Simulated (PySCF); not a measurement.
A GIAO shielding run with PySCF 2.14.0 with density-fitted response routines (density fitting, non-relativistic, gas phase) on SMILES CS[Si@@H]1[C@H](C=O)[C@H]1O[SiH3], C4H10O2SSi2:

```
$ OMP_NUM_THREADS=1 python probes_run.py task.json out

{"job": {"kind": "nmr", "xc": "PBE0", "basis": "pcSseg-1"}, "charge": 0, "multiplicity": 1}
C     -0.956077     2.900319     2.215878
S     -0.871194     2.652951     0.405823
Si     0.518955     1.047387     0.304713
C      0.447076    -0.017622    -1.287364
C     -0.459545     0.343547    -2.362043
O     -0.138413     0.549145    -3.506901
C     -0.084393    -0.706172    -0.017130
O      0.660403    -1.771025     0.444128
Si     0.779265    -3.277744    -0.166236
H      0.021103     3.185489     2.589487
H     -1.664533     3.704708     2.381536
H     -1.302954     1.993471     2.697934
H      1.825160     1.270601     0.889368
H      1.411282    -0.381739    -1.621581
H     -1.514932     0.455915    -2.036464
H     -1.153171    -0.922089    -0.050864
H     -0.530937    -3.932572    -0.159378
H      1.290245    -3.268684    -1.536532
H      1.712859    -3.816637     0.808165
```

Hardware: 1 thread of an Arm Neoverse N1, shared host. The job also computes population analyses, field gradients, ring-centre shieldings.

**Question.** How large is the calculation?

**Answer.** 94 electrons, 224 basis functions and 1233 auxiliary functions.

**Question.** How long does it take, and how much memory does it need?

**Answer.** 95 s of wall time, with 15 SCF cycles and 5 response iterations; peak memory 1.1 GiB. Times on a shared host scatter by some tens of per cent.
